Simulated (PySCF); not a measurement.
Cl3In, SMILES `[Cl][In]([Cl])[Cl]`, neutral singlet in the gas phase. 

Z-matrix (Å, degrees):
```
In
Cl 1 2.3145
Cl 1 2.3145 2 120.00
Cl 1 2.3145 2 120.00 3 180.00
```
Charge 0, spin multiplicity 1.

All levels are single points at this geometry (B3LYP-D3(BJ)/def2-TZVP); Pople sets use spherical d functions. Orbital energies aren't observables, and empty levels follow the basis.

B3LYP-D3(BJ)/def2-TZVP in PySCF gives HOMO (eV) = -9.15.

Question: Estimate the HOMO (eV) from each of these levels: B3LYP/6-311+G** (LANL2DZ on In) in PySCF; B3LYP/6-31G* (LANL2DZ on In) in PySCF; M06-2X/6-31G* (LANL2DZ on In) in PySCF; PBE/6-31G* (LANL2DZ on In) in PySCF; HF/6-31G* (LANL2DZ on In) in PySCF.

Answer: 
```tsv
level	HOMO (eV)
B3LYP/6-311+G** (LANL2DZ on In) in PySCF	-9.25
B3LYP/6-31G* (LANL2DZ on In) in PySCF	-9.20
M06-2X/6-31G* (LANL2DZ on In) in PySCF	-10.87
PBE/6-31G* (LANL2DZ on In) in PySCF	-8.08
HF/6-31G* (LANL2DZ on In) in PySCF	-12.95
```
